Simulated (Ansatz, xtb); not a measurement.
## Relative energy of two isomers of C4H4ClNS2

Structure a is `Cc1nsc(S)c1Cl`, a singlet and structure b is `CSc1nc(Cl)cs1`, a singlet. Both are isolated molecules in the gas phase, relaxed with r2SCAN-D4/def2-SVP; the shapes shown needn't be the lowest conformers.

a (Å):

```xyz
12

C    -0.9736    1.6604   -2.0278
C    -0.7204    0.8716   -0.7861
C    -0.7670   -0.9833    0.6428
C    -1.1257   -0.4886   -0.6013
Cl   -1.9691   -1.4097   -1.7990
N    -0.0876    1.4076    0.2410
S     0.0485    0.2923    1.4817
S    -1.0370   -2.5644    1.3249
H    -0.5098    1.1735   -2.9006
H    -2.0542    1.7304   -2.2318
H    -0.5605    2.6705   -1.9143
H    -1.6764   -3.0306    0.2243
```

b (Å):

```xyz
12

C     2.5939    2.2933   -1.0793
C     1.2840    0.5787    0.5550
C    -0.2133   -0.7766   -0.2861
C    -0.3335   -1.1908    1.0165
Cl   -1.1374   -1.4392   -1.5851
N     0.6870    0.2092   -0.5472
S     2.5098    1.8170    0.6657
S     0.7642   -0.2782    1.9974
H     3.3521    3.0862   -1.1343
H     2.8921    1.4346   -1.6954
H     1.6202    2.6699   -1.4195
H    -0.9861   -1.9558    1.4324
```

**Question.** Estimate E(b) − E(a) at the level CCSD(T)/def2-SVP + ΔMP2/def2-TZVPP.

**Answer.** Not settled: CCSD(T)/def2-SVP + ΔMP2/def2-TZVPP gives E(b) − E(a) = +0.056 eV, but this leans on the basis-set step: CCSD(T) alone gives +0.030 eV.

The same difference at several levels:

| level | geometry | E(b) − E(a) (eV) | departure from the last row (eV) | job, with rough time for the two |
| --- | --- | --- | --- | --- |
| GFN2-xTB | GFN2-xTB | +0.115 | +0.059 | optimisation, 0.15 s |
| HF/STO-3G | GFN2-xTB | −0.245 | −0.301 | single point, 0.44 s |
| r2SCAN-D4/def2-SVP//GFN2-xTB | GFN2-xTB | −0.036 | −0.092 | single point, 4.1 s |
| r2SCAN-D4/def2-SVP | r2SCAN-D4/def2-SVP | −0.025 | −0.081 | optimisation, 34 s |
| HF/def2-SVP | r2SCAN-D4/def2-SVP | −0.095 | −0.151 | part of the CCSD(T) run |
| MP2/def2-SVP | r2SCAN-D4/def2-SVP | +0.030 | −0.026 | part of the CCSD(T) run |
| CCSD(T)/def2-SVP | r2SCAN-D4/def2-SVP | +0.030 | −0.026 | single point |
| CCSD(T)/def2-SVP + ΔMP2/def2-TZVPP | r2SCAN-D4/def2-SVP | +0.056 |  | single point, 76 s |

As drawn, b has 1 C–S, 1 C∷N, 1 C∷S, 1 C–H in place of 1 C–C, 1 N∷S, 1 C∷C, 1 S–H (∷ is an aromatic bond).

HF/STO-3G, r2SCAN-D4/def2-SVP//GFN2-xTB, r2SCAN-D4/def2-SVP, HF/def2-SVP put the two in the other order. The largest departure from CCSD(T)/def2-SVP + ΔMP2/def2-TZVPP is that of HF/STO-3G, 0.301 eV. The last row adds to CCSD(T) the change of the MP2 difference between the two basis sets, here +0.026 eV.

With thermal terms from frequencies at re-optimised GFN2-xTB minima (ideal gas, soft modes damped towards free rotors, one conformer each, 298.15 K, 1 atm): the zero-point term adds +0.055 eV; ΔH is +0.108 and ΔG +0.102 eV.

The correlated steps freeze 20 core orbitals. Codes used: Ansatz 0.2.0, xtb 6.7.1; the last row on 4 threads of Arm Neoverse V2 on a shared host.
